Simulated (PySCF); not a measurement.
H6HfO4Sn, SMILES [OH][Hf]([OH])([OH])[O][SnH3], multiplicity 1. Geometry: B3LYP-D3(BJ)/def2-SVP. The spin state was assumed, not searched. The def2 effective core potentials stand for the cores of Hf, Sn; spin–orbit coupling is left out. The values are those of a single conformer.

Computed equilibrium geometry at B3LYP-D3(BJ)/def2-SVP (PySCF confirms it by a frequency run) as a Z-matrix, and its point group (one conformer of several):
point group C3.
```
O
Hf 1 1.9466
O 2 1.9442 1 108.71
H 3 0.9557 1 146.55 2 -179.79
O 2 1.9442 3 110.22 1 119.06
H 5 0.9557 1 146.55 2 -179.79
O 2 1.9442 3 110.22 1 -119.06
H 7 0.9557 1 146.55 2 -179.79
Sn 1 1.9821 5 144.38 6 0.21
H 9 1.7192 1 106.89 5 108.98
H 9 1.7192 10 111.93 1 -116.71
H 9 1.7192 10 111.93 11 -126.58
```
